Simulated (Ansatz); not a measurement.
```xyz
2

Cu   -0.0058    0.0064   -1.1212
Cu    0.0096   -0.0029    1.1158
```

Basis set: STO-3G (spherical functions). Correlated methods keep 10 orbitals frozen. Charge 0, multiplicity 1.

Computed with Ansatz (development build ahead of 0.2.0); each method stands on the lowest determinant of its kind that the runs found. Restricted open shells among the atoms or ions are ROHF, correlated in semicanonical orbitals with singles.

Give the atomization energy at this shape (free ground-state atoms in the same class of orbitals less the molecule, no zero-point energy) of singlet Cu2 by RHF-MP2, RHF.

| method | atomization energy |
| --- | --- |
| RHF-MP2 | 3.15 eV |
| RHF | 1.44 eV |

This basis has no polarisation functions and is too small for such energies, which can lie far from measured ones in either direction.
